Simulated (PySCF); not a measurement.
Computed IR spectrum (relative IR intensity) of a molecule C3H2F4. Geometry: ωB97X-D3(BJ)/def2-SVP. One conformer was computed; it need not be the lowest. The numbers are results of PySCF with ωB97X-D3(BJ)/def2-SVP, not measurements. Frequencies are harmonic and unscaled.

| ν (cm⁻¹) | relative intensity |
|---|---|
| 420 | 2.4 |
| 710 | 9.1 |
| 881 | 6.5 |
| 909 | 5.5 |
| 981 | 11 |
| 1155 | 90 |
| 1234 | 24 |
| 1238 | 100 |
| 1294 | 57 |
| 1342 | 6.3 |
| 1395 | 47 |
| 1815 | 62 |

Identify the compound among the candidates.
A. F/C=C(/F)C(F)F
B. C=C(F)C(F)(F)F
C. FC1(F)CC1(F)F
D. F/C=C/C(F)(F)F

D, F/C=C/C(F)(F)F
